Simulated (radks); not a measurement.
Effect of the nuclear size on the cadmium ion Cd17+, [Ar] 3d10 4s2 4p1. Calculated with a radial shooting solver on a logarithmic mesh with Libxc functionals: Dirac Kohn-Sham, BLYP, spin-unpolarised, spherical densities, finite nucleus; open shells are shared between the two j in proportion to 2j + 1; Fermi nuclear charge, rms radius 4.6087 fm. The rms radius is varied about that value; shifts are against it.

rms radius (fm) = 3.7976: total energy shift (eV) -1.05; density at nucleus (e/bohr^3) 1.643e+05; 1s1/2 shift (meV) -440; 2s1/2 shift (meV) -49.5; 3p1/2 shift (meV) 0.684; 4s1/2 shift (meV) -2.39; 4p1/2 shift (meV) 0.224; 4p3/2 shift (meV) 0.273; 5s1/2 (empty) shift (meV) -0.950
rms radius (fm) = 4.4382: total energy shift (eV) -0.235; density at nucleus (e/bohr^3) 1.607e+05; 1s1/2 shift (meV) -98.5; 2s1/2 shift (meV) -11.1; 3p1/2 shift (meV) 0.153; 4s1/2 shift (meV) -0.535; 4p1/2 shift (meV) 0.050; 4p3/2 shift (meV) 0.061; 5s1/2 (empty) shift (meV) -0.213
rms radius (fm) = 4.6087: total energy shift (eV) 0; density at nucleus (e/bohr^3) 1.599e+05; 1s1/2 shift (meV) 0.000; 2s1/2 shift (meV) 0.000; 3p1/2 shift (meV) 0.000; 4s1/2 shift (meV) 0.000; 4p1/2 shift (meV) 0.000; 4p3/2 shift (meV) 0.000; 5s1/2 (empty) shift (meV) 0.000
rms radius (fm) = 4.7562: total energy shift (eV) 0.209; density at nucleus (e/bohr^3) 1.591e+05; 1s1/2 shift (meV) 87.8; 2s1/2 shift (meV) 9.89; 3p1/2 shift (meV) -0.136; 4s1/2 shift (meV) 0.477; 4p1/2 shift (meV) -0.045; 4p3/2 shift (meV) -0.054; 5s1/2 (empty) shift (meV) 0.190
rms radius (fm) = 5.2032: total energy shift (eV) 0.878; density at nucleus (e/bohr^3) 1.571e+05; 1s1/2 shift (meV) 368; 2s1/2 shift (meV) 41.5; 3p1/2 shift (meV) -0.572; 4s1/2 shift (meV) 2.00; 4p1/2 shift (meV) -0.188; 4p3/2 shift (meV) -0.228; 5s1/2 (empty) shift (meV) 0.795

Slopes of the eigenvalues against <r^2> in GHz/fm^2, as finite differences over the two radii next to the reference (eigenvalue slopes, not the field-shift constants of lines): 1s1/2 15400, 2s1/2 1730, 3p1/2 -24.0, 4s1/2 83.7, 4p1/2 -7.85, 4p3/2 -9.55, 5s1/2 (empty) 33.3.
